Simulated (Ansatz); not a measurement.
Frontier orbitals of C₄H₁₄NOSbSi (`CC[O][Sb]([SiH3])[N](C)C`).

The species carries charge 0 and has multiplicity 1. Correlated methods include outer-core shells of Sb, which these sets cover unevenly. Sb: def2 effective core potential. The geometry is a stationary point of PBE0-D4/def2-TZVP. It is one conformer, not always the lowest. Basis def2-TZVPP, Ansatz.

Orbital energies of one run (eV). Highest occupied ones, from the top: -5.08, -5.77, -6.40, -7.26, -7.90, -8.33, -8.38, -8.71, -8.98, -9.12, -9.52, -9.97, -10.29, -11.06. Empty: -1.84, -1.42, -0.63, -0.03, 0.39, 0.57.

(1) Which functional gave them?
A. ωB97M-V
B. LDA (SPW92)
C. r2SCANh
D. ωB97X-V

Results:

(1) B. HOMO energies: LDA (SPW92) -5.08, ωB97X-V -8.38, ωB97M-V -8.28, r2SCANh -5.61 eV.
